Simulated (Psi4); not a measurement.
The Psi4 input:
```
memory 2 GB

molecule {
0 1
B     0.38701786   -0.50043597    0.64377143
C     1.84568990   -1.05816309    0.43565456
H     1.93282139   -2.09982141    0.74101795
H     2.54644577   -0.50259510    1.06086177
H     2.20400073   -0.97859175   -0.59062645
C    -0.43511712   -0.80116201    1.95605939
H    -1.18853778   -1.56416515    1.75195385
H    -0.97838795    0.06990974    2.32293340
H     0.18117983   -1.17729122    2.76922858
Se   -0.39530132    0.56075978   -0.75046015
H    -1.65580314    0.84485263   -0.10886477
}

set {
  basis def2-sv(p)
}

energy('pbe0')
print_variables()
```

**Question.** Give the total energy at the level PBE0/def2-SV(P) in Psi4.

**Answer.** -2506.057707 Ha

**Question.** What dipole moment does PBE0/def2-SV(P) give?

**Answer.** 1.11 D

**Question.** Roughly what does it cost on one core?

**Answer.** very roughly 21 core-seconds.
